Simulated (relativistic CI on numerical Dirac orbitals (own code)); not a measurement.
**Radial parameters of Lu²⁶⁺**

These numbers are calculated, not measured: Dirac-Coulomb-Breit CI, orbitals from a KLI potential per configuration, model QED (radiative potential, 1s self-energy scaled to tabulated hydrogen-like ionisation energies), unscaled Slater integrals (own radial code, finite nucleus).

Slater integrals F^k, G^k are unscaled and averaged over j, outside the closed core [Ar] 3d10; ζ comes from projecting the Hamiltonian with its Breit term on Σ l·s of the shell.

- 4s2.4p6.4d9: ζ(4d) = 41361 cm⁻¹; <r>(4d) = 0.4783, <r^2>(4d) = 0.2616 (bohr units).
- 4s2.4p5.4d10: ζ(4p) = 347700 cm⁻¹; <r>(4p) = 0.4677, <r^2>(4p) = 0.2476 (bohr units).
- 4s2.4p6.4d8.4f: F^2(4d,4d) = 210670, F^4(4d,4d) = 143000, ζ(4d) = 41344, F^2(4d,4f) = 209590, F^4(4d,4f) = 136800, G^1(4d,4f) = 225330, G^3(4d,4f) = 152360, G^5(4d,4f) = 111060, ζ(4f) = 6472.2 cm⁻¹; <r>(4d) = 0.4785, <r^2>(4d) = 0.2619, <r>(4f) = 0.4641, <r^2>(4f) = 0.2465 (bohr units).

Q: Give the Racah parameters of the d shell in 4s2.4p6.4d8.4f.

A: B = F²/49 − 5F⁴/441 = 2678 cm⁻¹ and C = 35F⁴/441 = 11349 cm⁻¹.

Averages of the first 10 configurations, taken without configuration mixing, which lowers the lowest level and can move excited configurations by several eV; other configurations of the list can lie among them:

```json
{"Configuration": "4s2.4p6.4d9", "Parity": "even", "States": "10", "Average energy above the lowest level (eV)": "6.8"}
{"Configuration": "4s2.4p5.4d10", "Parity": "odd", "States": "6", "Average energy above the lowest level (eV)": "201.0"}
{"Configuration": "4s2.4p6.4d8.4f", "Parity": "odd", "States": "630", "Average energy above the lowest level (eV)": "197.5"}
{"Configuration": "4s.4p6.4d10", "Parity": "even", "States": "2", "Average energy above the lowest level (eV)": "342.7"}
{"Configuration": "4s2.4p5.4d9.4f", "Parity": "even", "States": "840", "Average energy above the lowest level (eV)": "389.5"}
{"Configuration": "4s.4p6.4d9.4f", "Parity": "odd", "States": "280", "Average energy above the lowest level (eV)": "531.5"}
{"Configuration": "4s2.4p6.4d8.5s", "Parity": "even", "States": "90", "Average energy above the lowest level (eV)": "322.2"}
{"Configuration": "4s2.4p6.4d8.5p", "Parity": "odd", "States": "270", "Average energy above the lowest level (eV)": "377.7"}
{"Configuration": "4s2.4p6.4d7.4f.5s", "Parity": "odd", "States": "3360", "Average energy above the lowest level (eV)": "513.2"}
{"Configuration": "4s2.4p6.4d8.5d", "Parity": "even", "States": "450", "Average energy above the lowest level (eV)": "453.2"}
```
